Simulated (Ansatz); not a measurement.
Consider the formal exchange of groups at the Si–Br bond: `Cl[SiH](Br)Br` + ethylene → `C=C[SiH](Cl)Br` + HBr.

Computed with Ansatz on PBE0-D4/def2-TZVP structures; ΔE is electronic, products minus reactants. CCSD(T)/CBS adds triple-zeta CCSD(T) − MP2 to the extrapolated MP2 energy (def2 sets, frozen cores). This one scheme is used for every species. DFT in def2-TZVPP. B3LYP here is the variant with VWN-RPA as its local correlation; programs differ in this. HSE06 is defined as in plane-wave codes. For Br outer-core shells are correlated without core-valence functions, which leaves a few kJ/mol of doubt a bond. Scalar relativity is left out up to krypton. One conformer a species, not always the lowest.

```
             level  ΔE (kJ/mol)  difference from CCSD(T)/CBS
            PBE-D4         76.8                         -2.6
          B3LYP-D4         76.8                         -2.6
        r2SCAN0-D4         80.0                          0.6
          BHLYP-D4         80.1                          0.7
           ωB97X-V         76.9                         -2.5
           ωB97M-V         78.1                         -1.3
            B2PLYP         78.2                         -1.2
              BLYP         77.4                         -2.0
              PBE0         79.4                          0.0
           r2SCANh         80.4                          1.0
             HSE06         79.5                          0.1
             BHLYP         79.7                          0.3
  CCSD(T)/def2-SVP         68.8                        -10.6
    MP2/def2-TZVPP         77.7                         -1.7
SCS-MP2/def2-TZVPP         76.5                         -2.9
     MP2/CBS(def2)         83.9                          4.5
       CCSD(T)/CBS         79.4                            0
```

Largest T1 diagnostic among the species: 0.011.

Leaving LDA and LC-ωPBE aside and taking each functional with its dispersion term where it has one, the values, not all of them listed here, spread over 5.3 kJ/mol, from CAM-B3LYP-D4 to BHLYP-D4. LDA lies −5.5 kJ/mol from PBE without D4. In def2-TZVPP, CCSD(T) changes the Hartree–Fock value by −8.2 kJ/mol (the triples alone add −0.8 kJ/mol) and MP2 by −3.8 kJ/mol.

CCSD(T)/CBS has its own doubt, a few kJ/mol and more with outer-core shells, so smaller differences from it don't rank the levels.
